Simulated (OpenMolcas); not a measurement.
# Levels of Rh²⁺ by method

```yaml
Program: OpenMolcas 26.06
Basis: ANO-RCC-VDZP [6s5p3d1f]
Scalar_Hamiltonian: DKH2, point nucleus
Active_space: 7 electrons in 6 orbitals (4d 5s)
State_averaging: 2S+1 = 6 even, 6 roots (5 in the spin-orbit step); 2S+1 = 4 even, 60 roots; 2S+1 = 2 even, 110 roots
Spin-orbit_coupling: state interaction with AMFI integrals over the reference wave functions, term energies averaged over their components
```

Methods on the same reference wave functions:
A. CASSCF
B. SS-CASPT2, IPEA 0.25 Eh, imaginary shift 0.1 Eh (closed shells correlated: 4s 4p)
C. MS-CASPT2, IPEA 0.25 Eh, imaginary shift 0.1 Eh (closed shells correlated: 4s 4p)

Energies in cm⁻¹ above 4d⁷ ⁴F_9/2, the measured ground level; measured values from the list in Shadmi, J. Res. Natl. Bur. Stand. 70A, 435 (1966).

```tsv
Level	A	B	C	Measured
4d⁷ ⁴F_9/2	0.0	0.0	0.0	0.0
4d⁷ ⁴F_7/2	2362	2360	2360	2148
4d⁷ ⁴F_5/2	3849	3820	3820	3486
4d⁷ ⁴F_3/2	4778	4720	4730	4322
4d⁷ ²G_9/2	13450	13330	13340	
4d⁷ ⁴P_3/2 [61 %]	14283	11830	11820	10997
4d⁷ ⁴P_5/2	14838	12360	12340	11062
4d⁷ ²G_7/2	15662	15520	15520	
4d⁷ ⁴P_1/2	16241	13750	13740	
4d⁷ ²H_11/2	18695	18610	18620	
4d⁷ ²D_5/2(1)	20288	18630	18640	
4d⁷ ²P_1/2	20882	18430	18430	
4d⁷ ²H_9/2	20953	20860	20870	
4d⁷ ²D_3/2(1) [65 %]	24184	22300	22310	
4d⁷ ²F_5/2	31873	28900	28900	
4d⁷ ²F_7/2	32963	30040	30050	
4d⁶ 5s ⁶D_9/2	36749	42320	42330	43022
4d⁶ 5s ⁶D_7/2	38164	43750	43750	44394
4d⁶ 5s ⁶D_5/2	39109	44670	44670	45278
4d⁶ 5s ⁶D_3/2	39747	45290	45300	45877
4d⁶ 5s ⁶D_1/2	40120	45650	45660	
4d⁶ 5s ⁴D_7/2(1)	50938	52880	52890	
4d⁷ ²D_3/2(2)	51123	45210	45210	
4d⁷ ²D_5/2(2)	52130	46280	46290
```

Deviations, from unrounded energies. A percentage is the sum of absolute deviations over the sum of measured energies, with the sign that they share, or ± where signs differ.

```json
{"Against measurement": "mean absolute deviation (cm-1)", "Levels": "9", "A": "3700", "B": "620", "C": "620"}
{"Against measurement": "fine structure of the ground term (%)", "Levels": "3", "A": "+10.4", "B": "+9.5", "C": "+9.6"}
{"Against measurement": "other terms of the ground configuration (%)", "Levels": "2", "A": "+32.0", "B": "+9.6", "C": "+9.5"}
{"Against measurement": "other configurations (%)", "Levels": "4", "A": "-13.9", "B": "-1.4", "C": "-1.4"}
```

B, C lie about equally close to measurement and A furthest from it. The largest miss of C in the table is 4d⁷ ⁴P_5/2, by +1300 cm-1. The ranking rests on the paired levels alone, and a cruder setting can come out closer through cancelling errors.

Between B and C the level of the table that moves most is 4d⁷ ⁴P_1/2, by 15 cm-1 (lowest in C, highest in B). Moves below CASPT2's spread within the term are not significant.

The two smallest mean deviations differ by little beside CASPT2's spread within terms, so their order carries little weight.

From A to B the spin-free energies of the other terms of 4d⁷ shown, above ⁴F, scale by factors of 0.81 to 0.99.

The lowest spin-free term lies below A's lowest term by 0.334 hartree in B, 0.334 hartree in C.

Term energies are means over components that CASPT2 splits; among the terms shown or strongly mixed into the levels shown the widest spread is 990 cm-1 (4d⁷ ⁴F, C). Some high roots are left out of the spin-orbit mixing, which shifts the levels that they would mix with. A single d shell beside an s shell can misplace configurations of different d count against each other. Without dynamic correlation excited terms often stand tens of per cent too high (terms of higher spin than the ground term too low), and those without a measured partner can miss by more than the paired ones (holds for A). Blocks of more than 70 roots (2S+1 = 2 even) ran without multistate coupling (holds for C). Computed and measured levels are paired by configuration, term and J; levels that our copy of the source lacks, or whose pairing is in doubt (as where it misses far off the trend of its configuration), stay unpaired and out of the deviations. Only configurations of the active space appear. Levels that lie high or do not pair safely by name in every column are left out.

A share in square brackets marks a mixed level and gives the weight of the term that names it, the lowest over the columns. A number in round brackets counts repeated terms of one configuration in the order of the reference energies.
